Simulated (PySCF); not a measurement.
Al(Cl)3(OH2), H₂AlCl₃O, singlet, B3LYP/def2-SVP optimised geometry.

```
7

Al    -0.58    -0.15     0.00
Cl    -1.55    -1.74     0.99
Cl     1.55    -0.15     0.00
Cl    -1.55     1.74     0.00
O     -0.79    -0.50    -1.93
H     -1.27     0.22    -2.37
H      0.08    -0.60    -2.36
```

Density from B3LYP/def2-TZVP run with PySCF 2.14.0 at that geometry.

Minimum of the electron density along straight lines between bonded atoms, close to the bond critical point (lines longer than 1.1 times the sum of covalent radii, or with two minima, are not listed):

```csv
bond,length / Å,ρ at the minimum / e bohr⁻³,∇²ρ there / e bohr⁻⁵,position (fraction from the first atom)
Al1–Cl2,2.109,0.075,0.28,0.38
Al1–Cl3,2.131,0.071,0.27,0.38
Al1–Cl4,2.130,0.071,0.27,0.38
Al1–O5,1.971,(withheld),(withheld),0.42
O5–H6,0.973,0.344,-2.38,0.81
O5–H7,0.974,0.344,-2.38,0.81
```

### Question
What belongs in the gaps?

### Answer

- Al1–O5, ρ at the minimum / e bohr⁻³: 0.053
- Al1–O5, ∇²ρ there / e bohr⁻⁵: 0.30
